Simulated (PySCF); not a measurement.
Delta-SCF ions had no search for a lower state. Excitations are Tamm–Dancoff values on a coarser integration grid. The basis has no diffuse functions, so Rydberg states are missing or too high.

Cartesian coordinates (Å):
SMILES: CSSSS
```xyz
9

C     -1.6022     0.5069     0.0035
S     -1.2561    -0.8809     1.1029
S      0.6976    -0.6062     1.5811
S      1.8395    -1.5473     0.1598
S      2.1663    -0.2131    -1.3619
H     -2.6778     0.4812    -0.1842
H     -1.3403     1.4495     0.4821
H     -1.0677     0.3972    -0.9382
H      3.2406     0.4128    -0.8451
```
Charge 0, multiplicity 1.

Give the S1–T1 gap (TDA), HOMO, HOMO–LUMO gap, S1 oscillator strength, vertical ionisation energy (Delta-SCF), dipole moment, LUMO and total energy at the level PBE0-D3(BJ)/def2-TZVP (PySCF 2.14.0).


```json
{
 "S1–T1 gap (TDA)": "0.73 eV",
 "HOMO": "-6.90 eV",
 "HOMO–LUMO gap": "5.63 eV",
 "S1 oscillator strength": "0.031",
 "vertical ionisation energy (Delta-SCF)": "8.72 eV",
 "dipole_moment": "2.00 D",
 "LUMO": "-1.27 eV",
 "total_energy": "-1632.7791 Ha"
}
```
